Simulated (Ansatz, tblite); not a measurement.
Spin states of the cluster Si2O2 (the lowest singlet isomer of a short search), each relaxed with PBE0-D4/def2-TZVP in Ansatz. Electronic energies in the gas phase.

The xTB rows come from tblite. LC-ωPBE has ω = 0.4 bohr⁻¹. B3LYP takes the VWN-RPA correlation. HSE06 is defined as in plane-wave codes, on full-range PBE exchange. Correlated methods freeze 12 core orbitals. In CCSD on the charge 0 triplet the largest single amplitude is 0.15, so its Hartree–Fock determinant may place the open shell otherwise than the density functionals do. The structure comes from a short search, and lower isomers may exist.

Singlet geometry (D2h within 0.1 Å):

```tsv
atom	x (Å)	y (Å)	z (Å)
Si1	-1.1811	0.3001	-0.0630
Si2	1.1810	-0.3001	0.0633
O3	-0.2946	-1.1088	0.2394
O4	0.2946	1.1087	-0.2396
```

Triplet geometry (D2h within 0.1 Å):

Cartesian coordinates in Å:
```
Si 0.652 -0.219 -1.002
Si -0.646 0.216 0.992
O 0.785 -0.596 0.649
O -0.791 0.599 -0.638
```

Quintet geometry (D2h within 0.1 Å):

Cartesian coordinates in Å:
```
Si 0.4335 -0.7714 0.7687
Si -0.4335 0.7714 -0.7687
O 1.0591 -0.0304 -0.6278
O -1.0591 0.0304 0.6278
```

⟨S²⟩: triplet 2.01 at PBE0-D4/def2-TZVP (pure 2.00), quintet 6.00 at PBE0-D4/def2-TZVP (pure 6.00).

Run but left out: HF/STO-3G (singlet: restricted singlet, unstable in another Hartree–Fock run and untested here); HF/def2-TZVP, HF/def2-TZVPP (singlet: restricted singlet, unstable towards broken spin symmetry).

Only these spin states were relaxed.

| level | triplet − singlet (kcal/mol) | quintet − singlet (kcal/mol) | lowest of these | remarks |
| --- | --- | --- | --- | --- |
| GFN1-xTB | 83.7 | 217.6 | singlet | – |
| GFN2-xTB | 65.9 | 162.4 | singlet | – |
| PBE-D4/def2-TZVP | 50.4 | 143.0 | singlet | – |
| BLYP-D4/def2-TZVP | 53.2 | 152.9 | singlet | – |
| r2SCAN-D4/def2-TZVP | 49.6 | 132.0 | singlet | – |
| B3LYP-D4/def2-TZVP | 59.1 | 151.6 | singlet | – |
| PBE0-D4/def2-TZVP | 56.6 | 140.5 | singlet | – |
| HSE06-D4/def2-TZVP | 56.2 | 140.5 | singlet | – |
| LC-ωPBE/def2-TZVP | 59.6 | 136.6 | singlet | – |
| RPA@PBE/def2-TZVP | 60.3 | 151.0 | singlet | – |
| MP2/def2-TZVP | 64.3 | 144.8 | singlet | restricted SCF unstable (singlet) |
| MP2/def2-TZVPP | 64.5 | 145.2 | singlet | restricted SCF unstable (singlet) |
| CCSD/def2-TZVPP | 65.0 | 149.1 | singlet | restricted SCF unstable (singlet) |
| CCSD(T)/def2-TZVPP | 63.9 | 150.9 | singlet | restricted SCF unstable (singlet) |

Change of the quintet − singlet gap on mixing in exact exchange, in kcal/mol: PBE to PBE0 (25 % exact exchange) -2.6; BLYP to B3LYP (20 % exact exchange) -1.3.

The xTB methods have no term that favours high spin, so they put low spin too low.
